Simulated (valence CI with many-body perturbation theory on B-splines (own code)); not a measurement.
Lu64+: electric-dipole lines

Method: valence CI with perturbative core correlation (CI+MBPT): five valence electrons over a frozen Dirac-Fock core [He], a basis of 9 s, 9 p, 8 d, 6 f, 3 g, 1 h functions for each j, with the one-electron correlation potential Σ1, the two-electron term Σ2, the three-electron term Σ3, Breit, model QED; selected CI, second order for the rest (own B-spline code, finite nucleus).

No measured spectrum was set against this ion. As an estimate, large intervals hold to a few tenths of a per cent, small ones and those within an open d or f shell to about a per cent. Among the levels kept, up to 1200 cm⁻¹ of a level comes from second order outside the variational space, and about a tenth of that is noise between levels of different J, which matters for small intervals.

Lines 51 to 100 of 256 in falling wavelength, among levels below 10195 eV, chosen from the strongest by gf and those to the six lowest levels. Wavelengths and rates use the calculated energies. Electric multipoles are in the length gauge, E1 and E2 with the static RPA response of the core. Weak lines are less certain than strong ones. Lines between different terms over intervals too small for the method are left out, as are lines whose strength nearly cancels. The highest levels of a list are the least certain.

Levels are named by their leading jj configuration (3d3/2^4 stands for four electrons in 3d with j = 3/2), which in mixed levels can hold well under half, so a name can repeat and another be missing. Letters in brackets count levels of one name in rising energy.

```
λ vac (nm)                               Upper                               Lower   A (s⁻¹)  log gf  Branch %
     2.862  (2s 2p1/2^2 2p3/2 3d3/2) J=5/2 [a]  (2s 2p1/2^2 2p3/2 3p1/2) J=3/2 [a]  2.93e+11   -0.67       0.2
     2.842  (2s 2p1/2^2 2p3/2 3p3/2) J=5/2 [b]     (2s 2p1/2^2 2p3/2 3s) J=3/2 [b]  8.26e+11   -0.22       0.4
     2.836  (2s^2 2p1/2 2p3/2 3d3/2) J=3/2 [a]  (2s^2 2p1/2 2p3/2 3p1/2) J=3/2 [a]  2.60e+11   -0.90       0.1
     2.835  (2s 2p1/2^2 2p3/2 3d3/2) J=3/2 [a]      (2s 2p1/2^2 2p3/2 3p1/2) J=5/2  1.45e+11   -1.16       0.1
     2.831  (2s^2 2p1/2 2p3/2 3p3/2) J=1/2 [a]         (2s^2 2p1/2 2p3/2 3s) J=1/2  6.68e+11   -0.79       5.7
     2.829  (2s 2p1/2^2 2p3/2 3d3/2) J=3/2 [a]  (2s 2p1/2^2 2p3/2 3p1/2) J=3/2 [a]  5.27e+11   -0.60       0.2
     2.827  (2s 2p1/2^2 2p3/2 3d3/2) J=5/2 [b]  (2s 2p1/2^2 2p3/2 3p1/2) J=3/2 [b]  6.42e+11   -0.34       1.5
     2.827  (2s^2 2p1/2 2p3/2 3d3/2) J=5/2 [a]  (2s^2 2p1/2 2p3/2 3p1/2) J=3/2 [a]  5.30e+11   -0.42       0.4
     2.826      (2s^2 2p1/2 2p3/2 3p3/2) J=7/2         (2s^2 2p1/2 2p3/2 3s) J=5/2  9.65e+11   -0.03      33.1
     2.821          (2s^2 2p1/2^2 3d3/2) J=3/2          (2s^2 2p1/2^2 3p1/2) J=1/2  6.57e+11   -0.50       0.3
     2.814      (2s 2p1/2^2 2p3/2 3d3/2) J=7/2      (2s 2p1/2^2 2p3/2 3p1/2) J=5/2  6.23e+11   -0.23       4.1
     2.809      (2s^2 2p1/2 2p3/2 3d3/2) J=7/2      (2s^2 2p1/2 2p3/2 3p1/2) J=5/2  6.54e+11   -0.21       2.9
     2.808  (2s^2 2p1/2 2p3/2 3p3/2) J=3/2 [a]         (2s^2 2p1/2 2p3/2 3s) J=1/2  3.25e+11   -0.81       9.2
     2.802  (2s 2p1/2^2 2p3/2 3d3/2) J=1/2 [a]  (2s 2p1/2^2 2p3/2 3p1/2) J=3/2 [a]  7.01e+11   -0.78       0.6
     2.800  (2s^2 2p1/2 2p3/2 3p3/2) J=5/2 [a]     (2s^2 2p1/2 2p3/2 3s) J=3/2 [a]  1.01e+12   -0.15      26.3
     2.797  (2s^2 2p1/2 2p3/2 3d3/2) J=3/2 [a]      (2s^2 2p1/2 2p3/2 3p1/2) J=1/2  3.75e+11   -0.76       0.1
     2.791  (2s 2p1/2^2 2p3/2 3p3/2) J=5/2 [a]     (2s 2p1/2^2 2p3/2 3s) J=3/2 [a]  4.03e+11   -0.55       0.2
     2.782      (2s 2p1/2^2 2p3/2 3p3/2) J=7/2         (2s 2p1/2^2 2p3/2 3s) J=5/2  9.15e+11   -0.07      10.5
     2.765  (2s 2p1/2^2 2p3/2 3d3/2) J=1/2 [b]      (2s 2p1/2^2 2p3/2 3p1/2) J=1/2  5.68e+11   -0.88       0.2
     2.764  (2s 2p1/2^2 2p3/2 3p3/2) J=1/2 [a]     (2s 2p1/2^2 2p3/2 3s) J=3/2 [a]  8.84e+11   -0.69       0.2
     2.761  (2s^2 2p1/2 2p3/2 3d3/2) J=1/2 [a]      (2s^2 2p1/2 2p3/2 3p1/2) J=1/2  6.08e+11   -0.86       0.3
     2.747  (2s^2 2p1/2 2p3/2 3p3/2) J=3/2 [a]     (2s^2 2p1/2 2p3/2 3s) J=3/2 [a]  1.88e+11   -1.07       5.3
     2.745          (2s^2 2p1/2^2 3p3/2) J=3/2             (2s^2 2p1/2^2 3s) J=1/2  1.06e+12   -0.32      45.1
     2.738  (2s^2 2p1/2 2p3/2 3p3/2) J=3/2 [b]     (2s^2 2p1/2 2p3/2 3s) J=3/2 [b]  4.36e+11   -0.71       9.0
     2.737  (2s 2p1/2^2 2p3/2 3p3/2) J=3/2 [b]     (2s 2p1/2^2 2p3/2 3s) J=3/2 [b]  4.34e+11   -0.71       0.2
     2.725  (2s 2p1/2^2 2p3/2 3p3/2) J=3/2 [a]         (2s 2p1/2^2 2p3/2 3s) J=5/2  2.20e+11   -1.01       0.1
     2.716  (2s^2 2p1/2 2p3/2 3d3/2) J=5/2 [b]      (2s^2 2p1/2 2p3/2 3p1/2) J=5/2  2.70e+11   -0.75       0.0
     2.700  (2s^2 2p1/2 2p3/2 3p3/2) J=3/2 [b]         (2s^2 2p1/2 2p3/2 3s) J=5/2  1.61e+11   -1.15       3.3
     2.697  (2s^2 2p1/2 2p3/2 3p3/2) J=5/2 [b]     (2s^2 2p1/2 2p3/2 3s) J=3/2 [b]  5.64e+11   -0.43      18.1
     2.682  (2s^2 2p1/2 2p3/2 3d3/2) J=3/2 [b]      (2s^2 2p1/2 2p3/2 3p1/2) J=5/2  1.83e+11   -1.10       0.0
     2.680  (2s 2p1/2^2 2p3/2 3p3/2) J=3/2 [b]         (2s 2p1/2^2 2p3/2 3s) J=1/2  5.86e+11   -0.60       0.3
     2.659  (2s^2 2p1/2 2p3/2 3p3/2) J=5/2 [b]         (2s^2 2p1/2 2p3/2 3s) J=5/2  5.97e+11   -0.42      19.2
     2.653  (2s 2p1/2^2 2p3/2 3p3/2) J=1/2 [b]         (2s 2p1/2^2 2p3/2 3s) J=1/2  8.24e+11   -0.76       3.8
     2.644  (2s^2 2p1/2 2p3/2 3p3/2) J=3/2 [b]         (2s^2 2p1/2 2p3/2 3s) J=1/2  3.12e+11   -0.88       6.4
     2.625  (2s 2p1/2^2 2p3/2 3p3/2) J=5/2 [a]         (2s 2p1/2^2 2p3/2 3s) J=5/2  6.20e+11   -0.42       0.2
     2.590  (2s^2 2p1/2 2p3/2 3p3/2) J=3/2 [b]     (2s^2 2p1/2 2p3/2 3s) J=3/2 [a]  3.39e+11   -0.87       7.0
     2.572  (2s^2 2p1/2 2p3/2 3p3/2) J=1/2 [b]     (2s^2 2p1/2 2p3/2 3s) J=3/2 [b]  1.14e+12   -0.65      17.1
     2.489  (2s^2 2p1/2 2p3/2 3p3/2) J=1/2 [b]         (2s^2 2p1/2 2p3/2 3s) J=1/2  2.85e+11   -1.28       4.3
     2.440  (2s 2p1/2^2 2p3/2 3p3/2) J=5/2 [b]     (2s 2p1/2^2 2p3/2 3s) J=3/2 [a]  1.18e+11   -1.20       0.1
     1.562                (2s^2 2p3/2^3) J=3/2          (2s 2p1/2^2 2p3/2^2) J=1/2  3.84e+09   -3.25       7.7
     1.387                (2s^2 2p3/2^3) J=3/2          (2s 2p1/2^2 2p3/2^2) J=5/2  5.72e+09   -3.18      11.5
    0.8714        (2s 2p1/2 2p3/2^3) J=3/2 [a]          (2s^2 2p1/2 2p3/2^2) J=1/2  5.26e+10   -2.62       0.8
    0.8442          (2s 2p1/2^2 2p3/2^2) J=5/2          (2s^2 2p1/2^2 2p3/2) J=3/2  1.94e+12   -0.90      97.6
    0.8424        (2s 2p1/2 2p3/2^3) J=3/2 [a]          (2s^2 2p1/2 2p3/2^2) J=5/2  2.12e+11   -2.05       3.2
    0.8294        (2s 2p1/2 2p3/2^3) J=3/2 [a]          (2s^2 2p1/2 2p3/2^2) J=3/2  6.28e+12   -0.59      95.4
    0.8199            (2s 2p1/2 2p3/2^3) J=5/2          (2s^2 2p1/2 2p3/2^2) J=5/2  6.19e+12   -0.43      93.5
    0.8138            (2s 2p1/2 2p3/2^3) J=1/2          (2s^2 2p1/2 2p3/2^2) J=1/2  4.43e+12   -1.06      26.5
    0.8124  (2s 2p1/2^2 2p3/2 3d3/2) J=3/2 [b]          (2s^2 2p1/2^2 3d3/2) J=3/2  7.20e+12   -0.55       6.4
    0.8123  (2s 2p1/2^2 2p3/2 3p3/2) J=5/2 [b]          (2s^2 2p1/2^2 3p3/2) J=3/2  8.08e+12   -0.32       3.8
    0.8099               (2p1/2 2p3/2^4) J=1/2        (2s 2p1/2 2p3/2^3) J=3/2 [b]  1.78e+13   -0.46      66.7
```

Question: How does gf follow from A for the line at 2.835 nm?

Answer: gf = 1.4992 × (2J+1)_upper × A / σ², with σ = 3527650 cm⁻¹ and 2J+1 = 4: gf = 0.0700.
